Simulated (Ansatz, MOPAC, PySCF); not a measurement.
System: PbBr (charge +1, singlet). SMILES: [Br][Pb+]
Geometry from a B3LYP-D3(BJ)/def2-TZVP (Ansatz, an electronic-structure program) optimisation:
```
Pb
Br 1 2.5116
```
Charge +1, spin multiplicity 1.

Quantity: vertical electron affinity to the doublet, in eV. Set-up: def2 sets with scalar-relativistic core potentials past Kr; each state is the SCF solution reached for its charge and spin; LANL2DZ with its own core potentials from Na on; UHF or UKS for open shells; PM7 with its own dispersion and hydrogen-bond terms; no spin-orbit coupling; frozen cores in correlated levels (noble-gas shells and the d and f shells of earlier blocks). First-principles rows: single points at B3LYP-D3(BJ) geometries (Ansatz). Semi-empirical rows: differences of heats of formation at the shared geometry for vertical values. The spin state of an ion or metal species was assumed, not searched.

```json
[
 {"level": "AM1", "program": "MOPAC", "vertical electron affinity to the doublet (eV)": "6.89"},
 {"level": "PM3", "program": "MOPAC", "vertical electron affinity to the doublet (eV)": "7.75"},
 {"level": "PM6", "program": "MOPAC", "vertical electron affinity to the doublet (eV)": "6.63"},
 {"level": "PM7", "program": "MOPAC", "vertical electron affinity to the doublet (eV)": "7.37"},
 {"level": "MNDO", "program": "MOPAC", "vertical electron affinity to the doublet (eV)": "7.72"},
 {"level": "HF/LANL2DZ", "program": "Ansatz", "vertical electron affinity to the doublet (eV)": "6.72"},
 {"level": "PBE/LANL2DZ", "program": "Ansatz", "vertical electron affinity to the doublet (eV)": "6.85"},
 {"level": "B3LYP/LANL2DZ", "program": "Ansatz", "vertical electron affinity to the doublet (eV)": "6.92"},
 {"level": "M06-2X/LANL2DZ", "program": "PySCF", "vertical electron affinity to the doublet (eV)": "6.84"},
 {"level": "MP2/LANL2DZ", "program": "Ansatz", "vertical electron affinity to the doublet (eV)": "6.36"},
 {"level": "B3LYP/def2-TZVPD", "program": "Ansatz", "vertical electron affinity to the doublet (eV)": "6.75"}
]
```

No value to compare with is used here. The 10 habitual levels span 6.36 (MP2/LANL2DZ) to 7.75 eV (PM3); B3LYP/def2-TZVPD gives 6.75.

The levels are drawn from those run, B3LYP/6-31G* more often than the rest, none by its result; left out are runs that failed, that the program found above a lower state of the same kind, or whose <S^2> lies over 0.5 above the pure value.
